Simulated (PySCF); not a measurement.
FS, SMILES [S]F, multiplicity 2. Atoms are numbered in the order given.

```xyz
2

S      0.0000     0.0000    -0.5795
F      0.0000     0.0000     1.0303
```
Charge 0, spin multiplicity 2.

Geometry: B3LYP-D3(BJ)/def2-TZVPD.

All values below come from B3LYP/pcH-1 in PySCF.

Unrestricted Kohn–Sham, ⟨S²⟩ = 0.752. Hyperfine tensors hold the contact and dipolar terms, without spin-orbit corrections.

Q: Estimate the hyperfine couplings. (An estimate is asked for; the answer gives what the named calculation found.)

A: 
| nucleus | A(iso) (MHz) | A(iso) (G) | dipolar principal values (MHz) |
|---|---|---|---|
| 33S no. 1 | 14.7 | 5.2 | -91.1, -88.4, 179.4 |
| 19F no. 2 | 112.1 | 40.0 | -268.1, -255.2, 523.3 |
